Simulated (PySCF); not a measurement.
# Level sweep

Species: BCl₂GeH₃.
SMILES with atom numbers: `[Cl:1][B:2]([Cl:3])[GeH3:4]` (hydrogens: H5, H6, H7 on Ge4)

Geometry (PBE0-D3(BJ)/def2-SVP, Å), atoms numbered from 1 in this order:
```xyz
7
BCl2GeH3 angstrom
Cl     1.868    1.610   -0.188
B      1.126    0.029   -0.140
Cl     2.151   -1.379   -0.295
Ge    -0.913   -0.201    0.122
H     -1.178   -0.765    1.532
H     -1.470   -1.210   -0.899
H     -1.662    1.135   -0.022
```

PySCF, dipoles from the SCF density, polarisabilities from static response with core orbitals frozen. Geometry: PBE0-D3(BJ)/def2-SVP; no solvent, vibrations or thermal averaging. Relativistic effects, spin–orbit coupling among them, are left out although an element past zinc is present.

The anisotropy is √(½[(α1 − α2)² + (α2 − α3)² + (α3 − α1)²]).

| level | μ (D) | α (Å³) | anisotropy (Å³) |
| --- | --- | --- | --- |
| LDA/def2-SVPD | 0.365 | 11.86 | 4.09 |
| PBE/def2-SVPD | 0.315 | 11.67 | 4.04 |
| B3LYP/def2-SVPD | 0.383 | 11.27 | 3.67 |
| PBE0/def2-SVPD | 0.433 | 11.14 | 3.60 |
| BHandHLYP/def2-SVPD | 0.513 | 10.76 | 3.26 |
| CAM-B3LYP/def2-SVPD | 0.461 | 11.03 | 3.41 |
| wB97X-D/def2-SVPD | 0.494 | 10.98 | 3.37 |
| LC-wPBE/def2-SVPD | 0.529 | 10.70 | 3.20 |
| HF/def2-SVPD | 0.634 | 10.22 | 2.79 |
| PBE0/6-31G* | 0.502 | 8.68 | 4.05 |
| PBE0/def2-SVP | 0.181 | 8.81 | 3.12 |
| PBE0/aug-cc-pVDZ | 0.437 | 11.15 | 3.67 |
| PBE0/def2-TZVP | 0.315 | 10.38 | 3.53 |
| PBE0/def2-TZVPD | 0.383 | 11.27 | 3.67 |
| PBE0/aug-cc-pVTZ | 0.400 | 11.28 | 3.66 |

The dipole runs from 0.18 D (PBE0/def2-SVP) to 0.63 D (HF/def2-SVPD). No reference polarisability is at hand; against PBE0 in the largest diffuse basis at hand (aug-cc-pVTZ) the other PBE0 rows deviate by 6-31G* -23%, def2-SVP -22%, def2-SVPD -1%, aug-cc-pVDZ -1%, def2-TZVP -8%, def2-TZVPD 0%. In one basis (def2-SVPD) the functionals order the polarisability from HF (lowest) to LDA (highest), a spread of 16%. With PBE0 the polarisability is 9.29 Å³ without diffuse functions (mean of 6-31G*, def2-SVP and def2-TZVP) and 11.21 Å³ with them (mean of def2-SVPD, aug-cc-pVDZ, def2-TZVPD and aug-cc-pVTZ).
